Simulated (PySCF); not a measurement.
H₈Si₃, charge +1, doublet, geometry from GFN2-xTB (a state made from the parent by changing its charge; the spin is typed, not shown lowest); SVWN5/6-31G* (PySCF).

The PySCF input:
```python
from pyscf import gto, scf, dft

mol = gto.M(
    atom='''
Si    1.73006259    0.88617971   -0.01821925
Si    0.21430832   -1.03910606   -0.11847187
Si   -1.93611862    0.11291389    0.13212917
H     3.05494759    0.29289400   -0.13804698
H     1.35438441    1.72882927   -1.14918317
H     1.47531091    1.50967649    1.27664176
H     0.46584425   -2.03082472    0.92986925
H     0.32388443   -1.79829328   -1.36643948
H    -2.00324331    1.05008294   -0.98479523
H    -1.86962290    0.76938187    1.43401237
H    -2.91703742   -0.96157215    0.06180881
''',
    basis='6-31g*',
    charge=1,
    spin=1,
    verbose=3,
)

mf = dft.ROKS(mol)
mf.xc = 'lda,vwn'
mf.kernel()
mf.analyze()
```

It wrote (shortened):

```
converged SCF energy = -869.300399822357
**** MO energy ****
                Roothaan           | alpha              | beta
MO #1   energy= -65.3145113157005  | -65.3153042883567  | -65.3137183430442  occ= 2
MO #2   energy= -65.2987541299157  | -65.2992022043681  | -65.2983060554634  occ= 2
MO #3   energy= -65.2987282762702  | -65.2991763133692  | -65.2982802391713  occ= 2
MO #4   energy= -5.23450656431452  | -5.23551821271017  | -5.23349491591894  occ= 2
MO #5   energy= -5.22163240554571  | -5.22221095314464  | -5.22105385794663  occ= 2
MO #6   energy= -5.22158346062383  | -5.22216162706441  | -5.22100529418277  occ= 2
MO #7   energy= -3.67883928087834  | -3.68107243501955  | -3.67660612666935  occ= 2
MO #8   energy= -3.67287977835356  | -3.67363365419025  | -3.67212590251688  occ= 2
MO #9   energy= -3.67241399370843  | -3.67314739543272  | -3.67168059198415  occ= 2
MO #10  energy= -3.66514368232989  | -3.66641001444312  | -3.66387735009997  occ= 2
MO #11  energy= -3.66512032329706  | -3.66638636010896  | -3.66385428657199  occ= 2
MO #12  energy= -3.66001082670512  | -3.66044005216017  | -3.65958160125086  occ= 2
MO #13  energy= -3.6599902421936   | -3.66041947384262  | -3.65956101054389  occ= 2
MO #14  energy= -3.65970515296434  | -3.66012450623799  | -3.65928579969068  occ= 2
MO #15  energy= -3.65968354733301  | -3.66010284719598  | -3.65926424747003  occ= 2
MO #16  energy= -0.728166394625056 | -0.734455313901756 | -0.721877475378049 occ= 2
MO #17  energy= -0.684785868512622 | -0.688874366076063 | -0.680697376379046 occ= 2
MO #18  energy= -0.642435335507819 | -0.645590948258684 | -0.639279722777664 occ= 2
MO #19  energy= -0.524215727314997 | -0.526131820004705 | -0.522299634624551 occ= 2
MO #20  energy= -0.522757356441904 | -0.526368308858452 | -0.519146404001617 occ= 2
MO #21  energy= -0.509678804779779 | -0.512697937995929 | -0.506659685006645 occ= 2
MO #22  energy= -0.503200309943136 | -0.504505724031542 | -0.501894895854728 occ= 2
MO #23  energy= -0.490312455153925 | -0.491655950005884 | -0.48896896030234  occ= 2
MO #24  energy= -0.477272513501358 | -0.482649624147769 | -0.471895402943843 occ= 2
MO #25  energy= -0.444183890852418 | -0.455913410598571 | -0.432454342773593 occ= 1
MO #26  energy= -0.212047643401396 | -0.218472850407247 | -0.205622431820352 occ= 0
MO #27  energy= -0.211961045707342 | -0.216035302215771 | -0.207886790488249 occ= 0
MO #28  energy= -0.199867953076235 | -0.203075552373301 | -0.19666035377792  occ= 0
MO #29  energy= -0.190571092683534 | -0.194341840843825 | -0.186800344526838 occ= 0
MO #30  energy= -0.1598488249809   | -0.162525694577329 | -0.157171955384478 occ= 0
MO #31  energy= -0.133591314968048 | -0.136926514717261 | -0.130256116818561 occ= 0
MO #32  energy= -0.123717657762024 | -0.126343859725404 | -0.121091455789687 occ= 0
MO #33  energy= -0.107475182996149 | -0.111035679519004 | -0.103914686474139 occ= 0
 ** Mulliken atomic charges  **
charge of    0Si =      0.29046
charge of    1Si =      0.24642
charge of    2Si =      0.29058
charge of    3H =      0.03861
charge of    4H =      0.01334
charge of    5H =      0.01290
charge of    6H =      0.02143
charge of    7H =      0.02143
charge of    8H =      0.01290
charge of    9H =      0.01333
charge of   10H =      0.03861

WARN: System has nonzero charge 1; the dipole moment is origin-dependent.
Location of origin: [0. 0. 0.]

Dipole moment(X, Y, Z, Debye): -0.02009,  0.09192,  0.01056
```
